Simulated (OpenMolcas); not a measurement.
Mn4+ (d3) among equal point charges was computed by CASSCF with the d shell active (OpenMolcas, ANO-RCC-VDZP on the metal). Its lowest spin-free states, and all those of the highest spin:

| 2S+1 | Degeneracy | E (cm-1) |
| --- | --- | --- |
| 4 | 1 | 0.0 |
| 4 | 1 | 744.9 |
| 4 | 2 | 1387 |
| 4 | 2 | 2055 |
| 4 | 1 | 2386 |
| 4 | 1 | 19904 |
| 2 | 2 | 21317 |
| 2 | 1 | 21373 |
| 2 | 2 | 21375 |
| 2 | 1 | 21634 |
| 2 | 1 | 21933 |
| 2 | 2 | 22361 |
| 4 | 2 | 22404 |

**Question.** Is the site octahedral, tetrahedral or cube-like, axial, or of lower symmetry?

**Answer.** The states with 2S+1 = 4 have orbital degeneracies 1, 1, 2, 2, 1, 1, 2. There are pairs but no triples, so the site is axial: not cubic, but with a proper or improper axis of order three or more. The run had Mn4+ among 6 point charges of -0.5 e arranged as a trigonal antiprism (D3d), 1.76 Å from the ion, with a polar angle of 64.6° against the regular 54.74°.

Without dynamic correlation the repulsion within the d shell is too large (B by tens of per cent), so at a given field states of lower spin stand too high. The ground term spreads over less than 5000 cm-1, several times less than with real ligands, so orbital moments are less quenched and χT lies further from the spin-only value than at real sites. Point charges carry no covalency, so the field is a model and not that of real ligands. No measured value stands beside these numbers.
